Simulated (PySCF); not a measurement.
AlHI2, SMILES [I][AlH][I]. Atoms are numbered in the order given.

```xyz
4

Al     0.0000     0.0000    -1.0941
H      0.0000     0.0000    -2.6627
I      0.0000    -2.1337     0.1593
I      0.0000     2.1337     0.1593
```

Coordinates come from a B3LYP-D3(BJ)/def2-SVP optimisation. The def2 effective core potentials stand for the cores of I; spin–orbit coupling is left out.

All values below come from B3LYP-D3(BJ)/def2-SVP (PySCF).

Frequencies are harmonic and unscaled.

### Question
List the normal modes with their intensities. (The exact figures need the calculation; the answer reports its results.)

### Answer

```json
[
 {"mode": "1", "ν (cm⁻¹)": "79", "IR (km/mol)": "0.9", "moving atoms (share of kinetic energy)": "I 86 %, Al 14 %"},
 {"mode": "2", "ν (cm⁻¹)": "297", "IR (km/mol)": "18.3", "moving atoms (share of kinetic energy)": "Al 73 %, I 24 %"},
 {"mode": "3", "ν (cm⁻¹)": "410", "IR (km/mol)": "64.8", "moving atoms (share of kinetic energy)": "H 84 %, Al 16 %"},
 {"mode": "4", "ν (cm⁻¹)": "411", "IR (km/mol)": "88.9", "moving atoms (share of kinetic energy)": "Al 81 %, I 13 %"},
 {"mode": "5", "ν (cm⁻¹)": "627", "IR (km/mol)": "272.8", "moving atoms (share of kinetic energy)": "H 93 %"},
 {"mode": "6", "ν (cm⁻¹)": "1987", "IR (km/mol)": "129.3", "moving atoms (share of kinetic energy)": "H 96 %"}
]
```
